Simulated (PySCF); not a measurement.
## How the method changes the constants of FeBr

State: ⁶Δ (sextet), unpaired electrons σ ↑↑, π ↑↑, δ ↑. Set-up: basis Fe def2-TZVPP, Br def2-TZVPP; no relativity; PySCF 2.14. De refers to Fe (3d6 4s2) + Br in their high-spin ground configurations, without counterpoise correction. The functionals are run spin-unrestricted. A positive dipole means Fe(−)Br(+).

| Level | Re (Å) | ωe (cm⁻¹) | De (eV) | μ (D) |
| --- | --- | --- | --- | --- |
| UHF | 2.420 | 285 | n/a | -3.51 |
| UHF-MP2 | 2.341 | 301 | n/a | n/a |
| UHF-SCS-MP2 | 2.358 | 296 | n/a | n/a |
| LDA | 2.270 | 309 | n/a | -1.07 |
| PBE | 2.324 | 289 | n/a | -1.43 |
| PBEsol | 2.295 | 300 | n/a | -1.27 |
| PW91 | 2.321 | 290 | n/a | -1.42 |
| r²SCAN | 2.318 | 301 | n/a | -1.91 |
| PBE0 | 2.333 | 298 | n/a | -2.33 |
| M06-2X | 2.386 | 288 | n/a | -2.59 |
| ωB97X | 2.326 | 302 | n/a | -2.29 |

The bond length runs from 2.270 Å (LDA) to 2.420 Å (UHF).

Correlated steps freeze 14 core orbitals. De is left out where the level can put another filling of the metal’s s and d shells below the measured ground configuration, by anything from nothing to about 1 eV. Spin–orbit coupling is left out. Counting both spins, an empty level lies below a filled one in some of these solutions, because spin and occupation are held. The state is the lowest single determinant that the PBE0 search found; with open d or f shells the true ground state can be another one.

The whole job (state search and all levels along the bond) took about 12 min on 2 threads of Arm Neoverse V2 (shared host), peak memory 3.3 GiB.
